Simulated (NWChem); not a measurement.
System meant: CsF; SMILES [F][Cs]

The following NWChem deck was run.

```
start job
memory heap 200 mb stack 900 mb global 1100 mb
geometry units angstroms noautoz
  Cs     0.000000     0.000000    -0.361050
  F      0.000000     0.000000     2.019376
end
basis spherical
  * library def2-svp
end
ecp
  Cs library def2-ecp
end
dft
  odft
  mult 2
  xc xpbe96 cpbe96
  iterations 150
  mulliken
end
task dft energy
```

End of the output:

```
 Summary of "ao basis" -> "" (spherical)
 ------------------------------------------------------------------------------
       Tag                 Description            Shells   Functions and Types
 ---------------- ------------------------------  ------  ---------------------
 *                          def2-svp                  on all atoms

 Summary of "ao basis" -> "ao basis" (spherical)
 ------------------------------------------------------------------------------
       Tag                 Description            Shells   Functions and Types
 ---------------- ------------------------------  ------  ---------------------
 Cs                         def2-svp                10       24   5s3p2d
 F                          def2-svp                 6       14   3s2p1d

 Summary of "ao basis" -> "ao basis" (spherical)
 ------------------------------------------------------------------------------
       Tag                 Description            Shells   Functions and Types
 ---------------- ------------------------------  ------  ---------------------
 Cs                         def2-svp                10       24   5s3p2d
 F                          def2-svp                 6       14   3s2p1d

      Symmetry analysis of basis
      --------------------------

        a1         16
        a2          0
        b1          3
        b2          3
        e          16

  number of electrons :                   18
  multiplicity        :                    2
 ------------------------------------------------------------------------
  no. of electrons and multiplicity not compatible                  18
 ------------------------------------------------------------------------
 ------------------------------------------------------------------------
  current input line :
    20: task dft energy
 ------------------------------------------------------------------------
 ------------------------------------------------------------------------
 There is an error in the input file
 ------------------------------------------------------------------------
 For more information see the NWChem manual at https://nwchemgit.github.io

0: no. of electrons and multiplicity not compatible:Received an Error in Communication
```

Question: Find the fault in this run and fix the input.

Answer: The input was rejected before any calculation. Cause: the multiplicity doesn't fit the number of electrons (an even count wants an odd multiplicity, and the reverse). This input runs:
```
start job
memory heap 200 mb stack 900 mb global 1100 mb
geometry units angstroms noautoz
  Cs     0.000000     0.000000    -0.361050
  F      0.000000     0.000000     2.019376
end
basis spherical
  * library def2-svp
end
ecp
  Cs library def2-ecp
end
dft
  xc xpbe96 cpbe96
  iterations 150
  mulliken
end
task dft energy
```
It converges to -119.86967 Ha (PBE/def2-SVP with def2 effective core potentials on Cs).
